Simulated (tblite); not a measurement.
C4H4F3S (doublet state).
Numbering: `[F:1][C:2]([F:3])=[C:4]([F:5])[CH2:6][CH:7][SH:8]` (hydrogens: H9, H10 on C6; H11 on C7; H12 on S8)
Bond orders are those of one Lewis drawing.

Computed with GFN2-xTB (tblite), gas phase: L-BFGS steps from a force-field or distance-geometry start until the largest atomic force falls under 0.01 eV/Å.

Step 12: E = -760.2892 eV
```
atom  x, y, z in Å  |  force x, y, z in eV/Å
F1     -1.5904    1.9862    0.8762   -0.067   0.022   0.024
C2     -1.9747    0.7476    0.5721    0.067   0.050   0.025
F3     -3.2844    0.6153    0.7104    0.070  -0.050   0.009
C4     -1.1044   -0.1740    0.1792   -0.103  -0.135   0.000
F5     -1.5449   -1.4049   -0.1295   -0.073  -0.084   0.013
C6      0.3538    0.0600   -0.0342    0.003   0.151   0.028
C7      1.2421   -0.8863    0.6957    0.058  -0.030  -0.042
S8      2.9460   -0.6435    0.6296   -0.006  -0.020  -0.054
H9      0.5268    0.0155   -1.1187    0.049  -0.116  -0.159
H10     0.5715    1.0844    0.2735    0.070   0.126   0.044
H11     0.9627   -1.8998    0.9086   -0.162   0.034   0.032
H12     2.8970    0.4988   -0.0594    0.093   0.053   0.081
```

Step 13: E = -760.2947 eV
```
atom  x, y, z in Å  |  force x, y, z in eV/Å
F1     -1.5951    1.9861    0.8793   -0.037  -0.001   0.008
C2     -1.9709    0.7454    0.5722    0.010   0.093   0.052
F3     -3.2798    0.6088    0.7113    0.038  -0.063   0.014
C4     -1.0999   -0.1746    0.1799   -0.157  -0.121   0.002
F5     -1.5411   -1.4073   -0.1265   -0.039  -0.036   0.019
C6      0.3549    0.0650   -0.0409   -0.031   0.114   0.066
C7      1.2371   -0.8878    0.6836    0.140  -0.031   0.001
S8      2.9413   -0.6535    0.6253    0.041   0.035  -0.079
H9      0.5132    0.0179   -1.1257    0.107  -0.101  -0.209
H10     0.5796    1.0897    0.2672    0.037   0.070   0.021
H11     0.9550   -1.8948    0.9224   -0.183   0.058  -0.003
H12     2.9069    0.5045   -0.0447    0.074  -0.016   0.109
```

Step 14: E = -760.2996 eV
```
atom  x, y, z in Å  |  force x, y, z in eV/Å
F1     -1.6002    1.9865    0.8826   -0.001  -0.017  -0.007
C2     -1.9670    0.7442    0.5732   -0.046   0.076   0.059
F3     -3.2749    0.6014    0.7124   -0.013  -0.062   0.028
C4     -1.0977   -0.1766    0.1808   -0.123  -0.048   0.001
F5     -1.5386   -1.4109   -0.1233   -0.008   0.020   0.028
C6      0.3555    0.0712   -0.0473   -0.042   0.023   0.042
C7      1.2341   -0.8895    0.6717    0.148  -0.002   0.015
S8      2.9381   -0.6629    0.6197    0.086   0.050  -0.083
H9      0.5019    0.0182   -1.1354    0.136  -0.065  -0.146
H10     0.5881    1.0965    0.2616   -0.013  -0.013  -0.017
H11     0.9440   -1.8887    0.9357   -0.173   0.095  -0.039
H12     2.9179    0.5099   -0.0284    0.048  -0.058   0.118
```

Step 15: E = -760.3032 eV
```
atom  x, y, z in Å  |  force x, y, z in eV/Å
F1     -1.6036    1.9871    0.8850    0.018  -0.017  -0.013
C2     -1.9650    0.7442    0.5748   -0.072   0.017   0.046
F3     -3.2719    0.5951    0.7138   -0.055  -0.048   0.043
C4     -1.0980   -0.1785    0.1815   -0.037   0.037  -0.002
F5     -1.5377   -1.4136   -0.1207    0.004   0.052   0.033
C6      0.3554    0.0755   -0.0516   -0.025  -0.060  -0.012
C7      1.2340   -0.8905    0.6638    0.096   0.044   0.006
S8      2.9379   -0.6685    0.6144    0.104   0.011  -0.060
H9      0.4969    0.0167   -1.1439    0.130  -0.029  -0.033
H10     0.5937    1.1013    0.2579   -0.053  -0.076  -0.052
H11     0.9329   -1.8827    0.9438   -0.136   0.117  -0.057
H12     2.9266    0.5132   -0.0153    0.027  -0.047   0.101
```

Problem. Estimate the geometry and energy of step 16. (The exact step hangs on the optimiser's Hessian estimate; all steps are aligned on step 15, rigid shifts and turns removed.)

Solution. E = -760.3065 eV, largest force 0.161 eV/Å
```
atom  x, y, z in Å  |  force x, y, z in eV/Å
F1     -1.6061    1.9875    0.8867    0.020  -0.011  -0.012
C2     -1.9645    0.7444    0.5770   -0.071  -0.047   0.024
F3     -3.2706    0.5888    0.7159   -0.079  -0.025   0.057
C4     -1.0990   -0.1793    0.1820    0.050   0.100  -0.010
F5     -1.5373   -1.4152   -0.1179    0.002   0.061   0.033
C6      0.3550    0.0780   -0.0555    0.008  -0.107  -0.068
C7      1.2358   -0.8903    0.6575    0.021   0.072  -0.002
S8      2.9399   -0.6732    0.6089    0.094  -0.055  -0.027
H9      0.4958    0.0146   -1.1515    0.105  -0.001   0.074
H10     0.5971    1.1040    0.2539   -0.081  -0.105  -0.077
H11     0.9206   -1.8753    0.9491   -0.079   0.125  -0.064
H12     2.9344    0.5153   -0.0027    0.011  -0.006   0.072
```

The energy changes by -0.0034 eV. The first-order estimate −F·Δx gives -0.0045 eV and the mean of the old and new forces, exact on a quadratic surface, -0.0034 eV. The step makes an angle of 63° with the force vector and moves no atom by more than 0.015 Å.

The cost below is that of the whole relaxation. On one thread, AMD EPYC (x86_64), no GPU, shared host with 64 logical CPUs at a one-minute load of 60, this took 1.3 s wall.
